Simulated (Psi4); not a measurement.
HO2 (SMILES [O-]O), charge -1, singlet, at a GFN2-xTB geometry (a gas-phase anion, which may not be bound at this level); Psi4 1.11 with CAM-B3LYP/d-aug-cc-pVDZ.

Psi4 was given this input:
```
memory 2 GB

molecule mol {
-1 1
O     0.054905    0.780938   -0.032516
O     0.039871   -0.675866   -0.028069
H    -0.758214   -0.840575    0.484680
}

set {
  basis d-aug-cc-pvdz
  reference rks
  s_tolerance 1e-6
  s_orthogonalization canonical
}

energy('cam-b3lyp')
print_variables()
```

The log (banner, timings and long lists left out):

```
   => Loading Basis Set <=

    Name: D-AUG-CC-PVDZ
    Role: ORBITAL
    Keyword: BASIS

         ---------------------------------------------------------
                                   SCF
               by Justin Turney, Rob Parrish, Andy Simmonett
                          and Daniel G. A. Smith
                              RKS Reference
         ---------------------------------------------------------

  ==> Geometry <==

    Molecular point group: cs
    Full point group: Cs

    Geometry (in Angstrom), charge = -1, multiplicity = 1:

       Center              X                  Y                   Z               Mass
    ------------   -----------------  -----------------  -----------------  -----------------
         O            0.036727381322     0.755683120629     0.000000000000    15.994914619570
         O            0.021677464004    -0.701127502399     0.000000000000    15.994914619570
         H           -0.926927278528    -0.865837251211     0.000000000000     1.007825032230

  Running in cs symmetry.

  Rotational constants: A =     20.19483  B =      0.94639  C =      0.90402 [cm^-1]
  Rotational constants: A = 605425.70246  B =  28372.02135  C =  27101.94485 [MHz]
  Nuclear repulsion =   29.887697774019909

  Charge       = -1
  Multiplicity = 1
  Electrons    = 18
  Nalpha       = 9
  Nbeta        = 9

  ==> Algorithm <==

  SCF Algorithm Type is DF.
  DIIS enabled.
  MOM disabled.
  Fractional occupation disabled.
  Guess Type is SAD.
  Energy threshold   = 1.00e-06
  Density threshold  = 1.00e-06
  Integral threshold = 1.00e-12

  ==> Primary Basis <==

  Basis Set: D-AUG-CC-PVDZ
    Blend: D-AUG-CC-PVDZ
    Number of shells: 31
    Number of basis functions: 77
    Number of Cartesian functions: 83
    Spherical Harmonics?: true
    Max angular momentum: 2

  ==> DFT Potential <==

   => LibXC <=

    Version 7.1.2
    S. Lehtola, C. Steigemann, M. J. T. Oliveira, and M. A. L. Marques,  SoftwareX 7, 1–5 (2018) (10.1016/j.softx.2017.11.002)

   => Composite Functional: CAM-B3LYP <=

    CAM-B3LYP Hyb-GGA Exchange-Correlation Functional

    T. Yanai, D. P. Tew, and N. C. Handy,  Chem. Phys. Lett. 393, 51 (2004) (10.1016/j.cplett.2004.06.011)

    Deriv               =              1
    GGA                 =           TRUE
    Meta                =          FALSE

    Exchange Hybrid     =           TRUE
    MP2 Hybrid          =          FALSE

   => Exchange Functionals <=

    0.3500         Becke 88 [omega = 0.3300]
    0.4600   Short-range recipe for B88 functional - erf [omega = 0.3300]

   => Exact (HF) Exchange <=

    0.4600            HF,LR [omega = 0.3300]
    0.1900               HF

   => Correlation Functionals <=

    0.1900   Vosko, Wilk & Nusair (VWN5)
    0.8100   Lee, Yang & Parr

   => LibXC Density Thresholds  <==

    XC_HYB_GGA_XC_CAM_B3LYP:  1.00E-14

   => Molecular Quadrature <=

    Radial Scheme          =       TREUTLER
    Pruning Scheme         =           NONE
    Nuclear Scheme         =       TREUTLER

    Blocking Scheme        =         OCTREE
    BS radius alpha        =              1
    Pruning alpha          =              1
    Radial Points          =             75
    Spherical Points       =            302
    Total Points           =          66734
    Total Blocks           =            557
    Max Points             =            256
    Max Functions          =             77
    Weights Tolerance      =       1.00E-15

   => Loading Basis Set <=

    Name: (D-AUG-CC-PVDZ AUX)
    Role: JKFIT
    Keyword: DF_BASIS_SCF

  ==> Integral Setup <==

  SCF_SUBTYPE=INCORE selected. In-core MEM_DF algorithm will be used.
  Using in-core AOs.

  ==> MemDFJK: Density-Fitted J/K Matrices <==

    J tasked:                   Yes
    K tasked:                   Yes
    wK tasked:                  Yes
    Omega:                3.300E-01
    Algorithm:                 Core
    Schwarz Cutoff:           1E-12
    Mask sparsity (%):       0.0000
    Fitting Condition:        1E-10

   => Auxiliary Basis Set <=

  Basis Set: (D-AUG-CC-PVDZ AUX)
    Blend: DEF2-UNIVERSAL-JKFIT
    Number of shells: 56
    Number of basis functions: 172
    Number of Cartesian functions: 206
    Spherical Harmonics?: true
    Max angular momentum: 4

    Using canonical orthogonalization.
  Minimum eigenvalue in the overlap matrix is 1.3182492973E-04.
  Reciprocal condition number of the overlap matrix is 1.9764454478E-05.

  ==> Pre-Iterations <==

  SCF Guess: Superposition of Atomic Densities via on-the-fly atomic UHF (no occupation information).

   -------------------------
    Irrep   Nso     Nmo
   -------------------------
     A'        54      54
     A"        23      23
   -------------------------
    Total      77      77
   -------------------------

  ==> Iterations <==

                           Total Energy        Delta E     RMS |[F,P]|

   @DF-RKS iter SAD:  -150.16900880794526   -1.50169e+02   0.00000e+00
    Occupation by irrep:
             Ap   App
    DOCC [     8,    1 ]
    NA   [     8,    1 ]
    NB   [     8,    1 ]

   @DF-RKS iter   1:  -150.71233301025219   -5.43324e-01   1.13687e-02 ADIIS/DIIS
    Occupation by irrep:
             Ap   App
    DOCC [     7,    2 ]
    NA   [     7,    2 ]
    NB   [     7,    2 ]

   @DF-RKS iter   2:  -146.47174510524709    4.24059e+00   3.26017e-02 ADIIS/DIIS
   @DF-RKS iter   3:  -150.86033999648421   -4.38859e+00   6.46839e-03 ADIIS/DIIS
   @DF-RKS iter   4:  -150.90439587533439   -4.40559e-02   3.34830e-03 ADIIS/DIIS
   @DF-RKS iter   5:  -150.92219315259808   -1.77973e-02   1.05563e-03 ADIIS/DIIS
   @DF-RKS iter   6:  -150.92399819056155   -1.80504e-03   2.03557e-04 ADIIS/DIIS
   @DF-RKS iter   7:  -150.92407064891864   -7.24584e-05   7.33516e-05 DIIS
   @DF-RKS iter   8:  -150.92408166526442   -1.10163e-05   1.71163e-05 DIIS
   @DF-RKS iter   9:  -150.92408239363053   -7.28366e-07   2.35170e-06 DIIS
   @DF-RKS iter  10:  -150.92408242728510   -3.36546e-08   3.46691e-07 DIIS
  Energy and wave function converged.

  ==> Post-Iterations <==

   Electrons on quadrature grid:
      Ntotal   =   17.9999830882 ; deviation = -1.691e-05

    Orbital Energies [Eh]
    ---------------------

    Doubly Occupied:

       1Ap   -19.001700     2Ap   -18.921412     3Ap    -0.880250
       4Ap    -0.610829     5Ap    -0.296145     6Ap    -0.200833
       1App   -0.179401     7Ap    -0.032161     2App   -0.005028

    Virtual:

       8Ap     0.079649     9Ap     0.110148    10Ap     0.128995
       3App    0.134939    11Ap     0.135382    12Ap     0.147124
       4App    0.149914    13Ap     0.156638    14Ap     0.197161
      15Ap     0.199880     5App    0.203393    16Ap     0.219263
      17Ap     0.245666    18Ap     0.327072    19Ap     0.361131
       6App    0.380144    20Ap     0.391050     7App    0.404637
      21Ap     0.409802    22Ap     0.427666    23Ap     0.440278
       8App    0.467266    24Ap     0.481230    25Ap     0.527045
       9App    0.528223    26Ap     0.538319    27Ap     0.547028
      10App    0.554470    28Ap     0.631838    11App    0.652287
      29Ap     0.652435    12App    0.699585    30Ap     0.720977
      31Ap     0.750864    32Ap     0.777629    33Ap     0.824486
      34Ap     1.018024    13App    1.204813    35Ap     1.232236
      14App    1.267469    36Ap     1.309168    37Ap     1.359263
      15App    1.407303    38Ap     1.429994    16App    1.502773
      39Ap     1.536798    17App    1.558064    40Ap     1.650294
      41Ap     1.724381    42Ap     1.817217    18App    1.824363
      43Ap     1.936778    19App    2.237860    44Ap     2.313709
      45Ap     2.390498    46Ap     2.551900    47Ap     2.817242
      48Ap     3.447740    49Ap     3.549629    20App    3.609537
      50Ap     3.625941    21App    3.639394    22App    3.734602
      51Ap     3.735661    52Ap     3.853297    23App    3.855181
      53Ap     4.135183    54Ap     4.288473

    Final Occupation by Irrep:
             Ap   App
    DOCC [     7,    2 ]
    NA   [     7,    2 ]
    NB   [     7,    2 ]

  @DF-RKS Final Energy:  -150.92408242728510

   => Energetics <=

    Nuclear Repulsion Energy =             29.8876977740199088
    One-Electron Energy =                -272.4521001703275260
    Two-Electron Energy =                 104.6287055764137932
    DFT Exchange-Correlation Energy =     -12.9883856073912423
    Empirical Dispersion Energy =           0.0000000000000000
    VV10 Nonlocal Energy =                  0.0000000000000000
    Total Energy =                       -150.9240824272851000

Computation Completed

Properties will be evaluated at   0.000000,   0.000000,   0.000000 [a0]

Properties computed using the SCF density matrix

 Multipole Moments:

 ------------------------------------------------------------------------------------
     Multipole            Electronic (a.u.)      Nuclear  (a.u.)        Total (a.u.)
 ------------------------------------------------------------------------------------

 L = 1.  Multiply by 2.5417464519 to convert [e a0] to [Debye]
 Dipole X            :          0.2892862           -0.8686854           -0.5793992
 Dipole Y            :         -0.1081027           -0.8114339           -0.9195365
 Dipole Z            :          0.0000000            0.0000000            0.0000000
 Magnitude           :                                                    1.0868536

 ------------------------------------------------------------------------------------

  Variable Map:
  ----------------------------------------------------------------------------
  "CURRENT ENERGY"              =>    -150.924082427285
  "CURRENT REFERENCE ENERGY"    =>    -150.924082427285
  "DD SOLVATION ENERGY"         =>       0.000000000000
  "DFT FUNCTIONAL TOTAL ENERGY" =>    -150.924082427285
  "DFT TOTAL ENERGY"            =>    -150.924082427285
  "DFT VV10 ENERGY"             =>       0.000000000000
  "DFT XC ENERGY"               =>     -12.988385607391
  "GRID ELECTRONS ALPHA"        =>       8.999991544113
  "GRID ELECTRONS BETA"         =>       8.999991544113
  "GRID ELECTRONS TOTAL"        =>      17.999983088227
  "NUCLEAR REPULSION ENERGY"    =>      29.887697774020
  "ONE-ELECTRON ENERGY"         =>    -272.452100170328
  "PCM POLARIZATION ENERGY"     =>       0.000000000000
  "PE ENERGY"                   =>       0.000000000000
  "SCF ITERATION ENERGY"        =>    -150.924082427285
  "SCF ITERATIONS"              =>      10.000000000000
  "SCF TOTAL ENERGY"            =>    -150.924082427285
  "TWO-ELECTRON ENERGY"         =>     104.628705576414
  "XC GRID RADIAL POINTS"       =>      75.000000000000
  "XC GRID SPHERICAL POINTS"    =>     302.000000000000
  "XC GRID TOTAL POINTS"        =>   66734.000000000000

  Array Variable Map:
  ----------------------------------------------------------------------------
  "CURRENT DIPOLE"              =>      -0.579399158553 ... 0.000000000000 1 by 3
  "SCF DIPOLE"                  =>      -0.579399158553 ... 0.000000000000 1 by 3
  "SCF TOTAL ENERGIES"          =>    -150.169008807945 ... -150.924082427285 1 by 11
```
